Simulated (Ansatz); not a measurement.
Start from `[CH3][Ti]([OH])([F])[Cl]` and change one atom or group to get `C[Se][Ti]([OH])([F])[Cl]`.

Ansatz, PBE0-D4/def2-TZVP geometries, multiplicity 1. Each molecule was computed in one conformer, which needn't be the lowest.

Scalar relativity is left out up to krypton. Spin–orbit coupling is left out; it splits and shifts lone-pair levels of the heavy atoms by tenths of an eV.

```json
{"property": "HOMO energy (PBE/def2-TZVPP) / eV", "`[CH3][Ti]([OH])([F])[Cl]`": "-6.95"}
{"property": "HOMO–LUMO gap (PBE/def2-TZVPP) / eV", "`[CH3][Ti]([OH])([F])[Cl]`": "3.60"}
{"property": "HOMO energy (B3LYP/def2-TZVPP) / eV", "`[CH3][Ti]([OH])([F])[Cl]`": "-8.20"}
{"property": "HOMO–LUMO gap (B3LYP/def2-TZVPP) / eV", "`[CH3][Ti]([OH])([F])[Cl]`": "5.61"}
{"property": "LUMO energy (ωB97M-V/def2-TZVPP) / eV", "`[CH3][Ti]([OH])([F])[Cl]`": "-0.02"}
{"property": "HOMO energy (PBE0/def2-TZVPP) / eV", "`[CH3][Ti]([OH])([F])[Cl]`": "-8.45"}
```

**Question.** What does the change do to each property? (An estimate is asked.)

**Answer.** The calculation gave: 
```csv
property,`C[Se][Ti]([OH])([F])[Cl]`,shift
HOMO energy (PBE/def2-TZVPP) / eV,-5.96,0.99
HOMO–LUMO gap (PBE/def2-TZVPP) / eV,2.54,-1.06
HOMO energy (B3LYP/def2-TZVPP) / eV,-6.85,1.35
HOMO–LUMO gap (B3LYP/def2-TZVPP) / eV,4.06,-1.55
LUMO energy (ωB97M-V/def2-TZVPP) / eV,-0.46,-0.44
HOMO energy (PBE0/def2-TZVPP) / eV,-7.06,1.39
```

With PBE0 the HOMO rises by 1.39 eV and the LUMO falls by 0.26 eV, so the gap narrows by about 1.65 eV. PBE moves the HOMO by 0.99 eV and ωB97M-V by 1.69 eV.

B3LYP here is the variant with VWN-RPA as its local correlation; programs differ in this.
